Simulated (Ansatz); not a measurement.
CH3Si (SMILES C=[SiH]) moved off its minimum; all values from Ansatz (a quantum-chemistry and plane-wave program), cores frozen in correlated methods. Open shells are unrestricted.
(charge 0, multiplicity 2)
```xyz
5

C     -0.98825     0.36239     0.05761
Si     0.62062    -0.35526    -0.02281
H     -1.91385    -0.24162    -0.05957
H     -1.22191     1.37901     0.05425
H      1.70110     0.57699     0.00371
```

Forces at B3LYP/def2-TZVPP (eV/Å):

| atom | Fx | Fy | Fz |
|---|---|---|---|
| C1 | 0.336 | -2.939 | -0.453 |
| Si2 | -2.502 | 0.415 | 0.028 |
| H3 | 0.837 | 0.218 | 0.267 |
| H4 | 0.147 | 1.702 | 0.063 |
| H5 | 1.181 | 0.604 | 0.095 |

### Question
Give the forces (eV/Å), the total energy and the dipole at MP2/aug-cc-pV(T+d)Z.

### Answer

| atom | Fx | Fy | Fz |
|---|---|---|---|
| C1 | 0.565 | -3.068 | -0.561 |
| Si2 | -2.713 | 0.708 | 0.104 |
| H3 | 0.912 | 0.226 | 0.280 |
| H4 | 0.161 | 1.669 | 0.114 |
| H5 | 1.075 | 0.465 | 0.064 |
Energy -328.7207 hartree, dipole 1.09 D.

Doubts at one or more of the structures used: a spin-contaminated determinant (MP2/aug-cc-pV(T+d)Z).
